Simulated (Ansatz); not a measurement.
Basis-set extrapolation for C2H7AlBF (PBE0-D4/def2-TZVP geometry, frozen core, Ansatz). Multiplicity 1, RHF reference.

|  | def2-TZVPP | def2-QZVPP |
| --- | --- | --- |
| HF | -445.900127 | -445.916841 |
| MP2 correlation | -0.786039 | -0.844536 |
| CCSD(T) correlation | -0.863762 | not run |

Energies in hartree. Use E(X) = E(∞) + A·exp(−7.88·√X) for Hartree–Fock and E(X) = E(∞) + B·X^(−2.97) for correlation, with X = 3 and 4, and add CCSD(T) minus MP2 of the smaller set to the MP2 limit.

What is the CCSD(T) energy at the basis-set limit?

HF limit: -445.916841 + (-0.016714) × 0.13774 = -445.91914. MP2 limit: -0.844536 + (-0.058497) × 0.74074 = -0.88787. Higher-order term: -0.863762 − (-0.786039) = -0.07772. Total: -446.88473 hartree, 3.29 eV below CCSD(T)/def2-TZVPP.
